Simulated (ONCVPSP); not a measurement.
What one change does to a pseudopotential (iridium, ONCV)

- Element: Ir (Z = 77)
- Generator: ONCVPSP 4.0.1
- Type: optimised norm-conserving Vanderbilt (ONCV)
- Functional: PW91
- Relativity: fully relativistic
- Frozen core: [Xe] 4f14
- Valence charge: 9
- Reference configuration: 5d7 6s1.75 6p0.25
- Partial waves: 6s: rc 2.00 bohr, ncon 4, nbas 7, qcut 2.9 1/bohr, 3 projectors, debl 0.5 Ha; 6p: rc 3.75 bohr, ncon 4, nbas 7, qcut 1.9 1/bohr, 2 projectors, debl 2.5 Ha; 5d: rc 2.15 bohr, ncon 4, nbas 9, qcut 6.7 1/bohr, 3 projectors, debl 0.9 Ha
- Local potential: polynomial inside 1.65 bohr (lpopt 1, dvloc0 0 Ha)
- Core correction: none

Open shells are filled in proportion to 2j + 1.

Change: core correction Teter function, fcfact 1.75, rcfact 1.5.

Cutoffs: the cutoffs (Ha) at which the residual kinetic energy of the hardest occupied pseudo-wave falls to 1 and 0.1 mHa per electron; they do not see the model core or the augmentation charge, which bear on the density cutoff. Errors are all-electron minus pseudo energies relative to the spin-unpolarised reference configuration.

Q: How do hardness, ghosts and transferability respond?

A: The potential gets neither clearly harder nor softer (16 Ha and 30 Ha → 16 Ha and 30 Ha); both files keep a bound ghost (s); of the 3 tests that both files solve, the error grows in 2 and shrinks in 0 by more than 15 % and 0.3 meV (median size 0.6 → 6.1 meV). A model core, the more so a compact one, raises the density cutoff, which this test does not measure.

| quantity | base | changed |
| --- | --- | --- |
| cutoff, loose | 16 Ha | 16 Ha |
| cutoff, tight | 30 Ha | 30 Ha |
| bound ghosts | s | s |
| GHOST(+) flags under 300 eV | p3/2 at 63.5 eV, p1/2 at 70.6 eV | p3/2 at 63.5 eV, p1/2 at 70.6 eV |
| tests with a reliable result | 3 of 4 | 3 of 4 |
| error for 5d7 6s2 6p0, meV [ΔE -1.28 eV] | +0.4 | +0.2 |
| error for 5d7 6s1 6p0, meV [ΔE 8.69 eV] | -0.6 | -6.1 |
| error for 5d7.5 6s1.5 6p0, meV [ΔE -1.56 eV] | -6.0 | -8.3 |
| s: phases at 2.03 bohr within 0.05 rad from the reference energy up to (Ha; the scan ends near 5) | to the end of the scan | to the end of the scan |
| p3/2: phases at 3.80 bohr within 0.05 rad from the reference energy up to (Ha; the scan ends near 5) | 0.8 | 0.8 |
| p1/2: phases at 3.80 bohr within 0.05 rad from the reference energy up to (Ha; the scan ends near 5) | 0.7 | 0.7 |
| d5/2: phases at 2.18 bohr within 0.05 rad from the reference energy up to (Ha; the scan ends near 5) | to the end of the scan | to the end of the scan |
| d3/2: phases at 2.18 bohr within 0.05 rad from the reference energy up to (Ha; the scan ends near 5) | to the end of the scan | to the end of the scan |

 A true bound ghost makes a file unfit for plane-wave use even where its test errors are small: the radial tests pick states by their node count and pass the ghost by.
